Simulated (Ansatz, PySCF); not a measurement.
C3H3BrF2, SMILES F[C@@H]1[C@H](F)[C@H]1Br. Atoms are numbered in the order given.

```xyz
9

F     -2.1908    -0.2142     1.3852
C     -1.1921     0.4244     0.7491
C     -1.1921     0.4244    -0.7491
F     -2.1908    -0.2142    -1.3852
C     -0.2108    -0.4186     0.0000
Br     1.6509    -0.0314     0.0000
H     -0.8413     1.3194     1.2746
H     -0.8413     1.3194    -1.2746
H     -0.4361    -1.4891     0.0000
```
Charge 0, spin multiplicity 1.

The structure is a stationary point at PBE0-D3(BJ)/def2-SVP. The structure was generated by enumeration; whether it is a known compound was not checked.

Two levels are set side by side: PBE-D3(BJ)/def2-SVP (Ansatz, a program for electronic structure) and PBE0-D3(BJ)/def2-SVP (Ansatz). Each level has its own optimised geometry; the coordinates shown are those of the second. Frequencies come from the Hessian of PySCF at each geometry. Differences are taken from unrounded values.

```
quantity                            PBE0-D3(BJ)  PBE-D3(BJ)  PBE-D3(BJ) minus PBE0-D3(BJ)
----------------------------------  -----------  ----------  ----------------------------
mean bond length (Å)                      1.374       1.387                         0.013
bond F1–C2 (Å)                            1.345       1.360                         0.015
bond C2–C3 (Å)                            1.498       1.515                         0.016
bond C2–C5 (Å)                            1.495       1.506                         0.011
bond C3–F4 (Å)                            1.345       1.360                         0.015
bond C3–C5 (Å)                            1.495       1.506                         0.011
bond C5–Br6 (Å)                           1.901       1.923                         0.021
bond C2–H7 (Å)                            1.096       1.105                         0.009
bond C3–H8 (Å)                            1.096       1.105                         0.009
bond C5–H9 (Å)                            1.094       1.102                         0.008
highest harmonic wavenumber (cm⁻¹)         3212        3115                           -97
mean harmonic wavenumber (cm⁻¹)            1187        1136                           -51
zero-point energy (kcal/mol)              35.62       34.09                         -1.53
```

GGA bonds tend to be longer and softer than those of functionals with exact exchange. Differences between two approximate levels are no errors against the true value.
